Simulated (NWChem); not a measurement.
# H2GeO

```xyz
4

Ge     0.2474     0.3120     0.0000
H      1.4793    -0.7714     0.0000
O     -1.0813    -0.9217     0.0000
H     -0.7446    -1.8380     0.0000
```
Charge 0, spin multiplicity 1.

All runs are NWChem calculations. All single points use one geometry, from PBE/def2-SVP, a minimum by its harmonic frequencies. It is one conformer; others weren't searched.

Symmetry labels belong to the abelian group Cs used in the runs, with the axes of the coordinates shown.

The Hamiltonian is non-relativistic. The structure started from a generated list of species.

List the lowest 4 singlet excitations that CIS/def2-SVPD gives, with oscillator strengths.


| state | symmetry | energy (eV) | wavelength (nm) | f |
|---|---|---|---|---|
| 1 | a" | 3.58 | 346 | 0.043 |
| 2 | a' | 6.33 | 196 | 0.135 |
| 3 | a' | 6.99 | 177 | 0.240 |
| 4 | a" | 7.10 | 175 | 0.062 |
